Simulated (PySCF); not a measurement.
Species: C8H15NSi.
SMILES with atom numbers: `[CH2:1]=[CH:2][CH2:3][N:4]([CH3:5])[Si@@H:6]([CH3:7])[C:8]#[C:9][CH3:10]` (hydrogens: H11, H12 on C1; H13 on C2; H14, H15 on C3; H16, H17, H18 on C5; H19 on Si6; H20, H21, H22 on C7; H23, H24, H25 on C10)

Cartesian coordinates in Å at the PBE0-D3(BJ)/def2-SVP level; atoms count from 1:
```xyz
25
C8H15NSi angstrom
C     -3.8803    1.1859   -0.6969
C     -3.0065    0.7046    0.1871
C     -1.5166    0.8646    0.0999
N     -0.8211   -0.4064    0.1214
C     -1.0318   -1.2164   -1.0550
Si     0.6156   -0.5895    1.0856
C      0.9708   -2.3970    1.4099
C      2.0979    0.1612    0.2893
C      3.0541    0.6619   -0.2802
C      4.1951    1.2573   -0.9516
H     -4.9580    1.0486   -0.5748
H     -3.5458    1.7455   -1.5773
H     -3.3628    0.1354    1.0550
H     -1.1774    1.4598    0.9663
H     -1.2616    1.4575   -0.8036
H     -0.5367   -2.1926   -0.9477
H     -0.6399   -0.7411   -1.9777
H     -2.1066   -1.4081   -1.2162
H      0.3599    0.1538    2.3556
H      0.0866   -2.9016    1.8281
H      1.2761   -2.9204    0.4912
H      1.7986   -2.4854    2.1303
H      5.0000    0.5196   -1.0963
H      4.6063    2.0949   -0.3665
H      3.9127    1.6460   -1.9427
```

Computed with PBE0-D3(BJ)/def2-SVP geometry optimisation, gas phase (PySCF 2.14.0).

Take the most abundant isotopes and a rigid rotor. The values belong to one conformer with, in the numbering `[CH2:1]=[CH:2][CH2:3][N:4]([CH3:5])[Si@@H:6]([CH3:7])[C:8]#[C:9][CH3:10]`, C1–C2–C3–N4 -124°, C2–C3–N4–C5 68°, C3–N4–Si6–C7 161°.

Q: Give the principal moments of inertia and the rotational constants in MHz.

A: Ia = 317.91, Ib = 930.17, Ic = 1108.91 u·Å²; 505379 MHz·u·Å²/I gives A = 1590, B = 543.3, C = 455.7 MHz.

Q: What kind of rotor is it?

A: An asymmetric top: κ = (2 × 543.3 − 1590 − 455.7)/(1590 − 455.7) = -0.85.

Q: Is it planar, by Δ = Ic − Ia − Ib?

A: Not planar: Δ = Ic − Ia − Ib = -139.18 u·Å². For a rigid frame Δ = −2 Σ m c², so Σ m c² = 69.59 u·Å² lies off the ab plane: 23.08 from hydrogen and 46.51 from heavier atoms. The atom farthest from that plane is 2.14 Å away.

Q: List the rotational levels J(Ka,Kc) to J = 2 (K).

A: Above 0(0,0), as E/k:
J = 1: 1(0,1) 0.048, 1(1,1) 0.098, 1(1,0) 0.102
J = 2: 2(0,2) 0.144, 2(1,2) 0.190, 2(1,1) 0.202, 2(2,1) 0.353, 2(2,0) 0.353
Those of J = 1 are B + C, A + C and A + B.

Q: Which lines would a microwave search look for?

A: The dipole components are |μa| = 0.93 D, |μb| = 0.57 D, |μc| = 0.89 D. Intensities carry the squares of the components, which stand as 1.00 : 0.37 : 0.90 (a : b : c). Some lines, for components of 0.1 D or more:

| type | branch | J(Ka,Kc) | MHz | lower level (cm⁻¹) |
| --- | --- | --- | --- | --- |
| c | Q | 2(1,2) ← 2(0,2) | 964 | 0.100 |
| a | R | 1(0,1) ← 0(0,0) | 999 | 0.000 |
| b | Q | 1(1,0) ← 1(0,1) | 1134 | 0.033 |
| a | R | 2(1,2) ← 1(1,1) | 1911 | 0.068 |
| b | R | 1(1,1) ← 0(0,0) | 2045 | 0.000 |
| a | R | 3(1,3) ← 2(1,2) | 2863 | 0.132 |
| b | R | 2(1,2) ← 1(0,1) | 2957 | 0.033 |
| a | R | 3(0,3) ← 2(0,2) | 2976 | 0.100 |
| a | R | 3(2,1) ← 2(2,0) | 3018 | 0.246 |
| b | Q | 3(2,1) ← 3(1,2) | 3037 | 0.245 |
| a | R | 3(1,2) ← 2(1,1) | 3125 | 0.141 |
| c | Q | 2(2,1) ← 2(1,1) | 3139 | 0.141 |
| b | Q | 2(2,0) ← 2(1,1) | 3144 | 0.141 |
| b | Q | 2(2,1) ← 2(1,2) | 3402 | 0.132 |
| b | Q | 3(2,2) ← 3(1,3) | 3536 | 0.227 |
| c | R | 3(1,2) ← 2(0,2) | 4352 | 0.100 |
| b | R | 2(2,0) ← 1(1,1) | 5318 | 0.068 |
| b | Q | 3(3,0) ← 3(2,1) | 5428 | 0.346 |
| b | Q | 3(3,1) ← 3(2,2) | 5454 | 0.345 |
| b | R | 3(2,2) ← 2(1,1) | 6136 | 0.141 |
| c | R | 3(2,1) ← 2(1,1) | 6162 | 0.141 |
| b | R | 3(2,1) ← 2(1,2) | 6425 | 0.132 |
| b | R | 3(3,0) ← 2(2,1) | 8451 | 0.245 |

Not checked by PBE0-D3(BJ)/def2-SVP frequencies. Zero-point vibration and centrifugal distortion are left out. A rigid rotor knows nothing of internal rotation, which can split or shift real lines. Quadrupole hyperfine structure (14N) is left out.
